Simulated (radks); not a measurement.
The numbers below are computed, except where a source is named.
Question: These are the eigenvalues of the occupied orbitals of an atom or ion with whole-number occupations (hartree). Code: a radial shooting solver on a logarithmic mesh with Libxc functionals. Model: scalar-relativistic Kohn-Sham, r2SCAN, spin-unpolarised, spherical densities, finite nucleus; meta-GGA in the generalised Kohn-Sham scheme; Fermi nuclear charge, rms radius of each element as measured or else 0.836 A^(1/3) + 0.57 fm.

| orbital | eigenvalue |
|---|---|
| 1s | -116.3819 |
| 2s | -12.23003 |
| 2p | -9.68491 |
| 3s | -1.89798 |
| 3p | -1.31481 |

Which element is it, and in what charge state? The configuration may be excited.

Answer: Z = 18, argon, charge +2: Ar2+ in [Ne] 3s2 3p4. The list shows which subshells hold electrons but not how many an open one holds; the 1s level, -116.38 hartree, gives Z - s = 15.3 by -(Z - s)^2/2, which with screening and relativity narrows Z to a few neighbours, and the depths of the outer levels then fix element, charge and occupations together.
